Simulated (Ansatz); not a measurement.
Isolated molecules relaxed with PBE0-D4/def2-TZVP in Ansatz; ΔE leaves out vibrations. CCSD(T)/CBS adds triple-zeta CCSD(T) − MP2 to the extrapolated MP2 energy (def2 sets, frozen cores). For Br, Se outer-core shells are correlated without core-valence functions, which leaves a few kJ/mol of doubt a bond. Scalar relativity is left out up to krypton. Each species was taken in one conformer, which may not be the lowest.

`NBCBr` + H₂Se → `NB[SeH]` + `CBr`  (ligand exchange at a B–C bond)

```tsv
species	CCSD(T)/CBS(def2) energy (Eh)
`NBCBr`	-2693.93222
H₂Se	-2401.89790
`NB[SeH]`	-2482.67368
`CBr`	-2613.17401
```

Work out ΔE.

ΔE = (-2482.67368) + (-2613.17401) − (-2693.93222) − (-2401.89790) = -0.01757 Eh = -46.1 kJ/mol.

Largest T1 diagnostic among the species: 0.011.

Leaving LDA and LC-ωPBE aside and taking each functional with its dispersion term where it has one, the values, not all of them listed here, spread over 7.9 kJ/mol, from PBE-QIDH to CAM-B3LYP-D4. LDA lies +10.0 kJ/mol from PBE without D4. At CCSD(T), def2-SVP lies +4.8 kJ/mol from the extrapolated value and def2-TZVPP −0.1 kJ/mol.
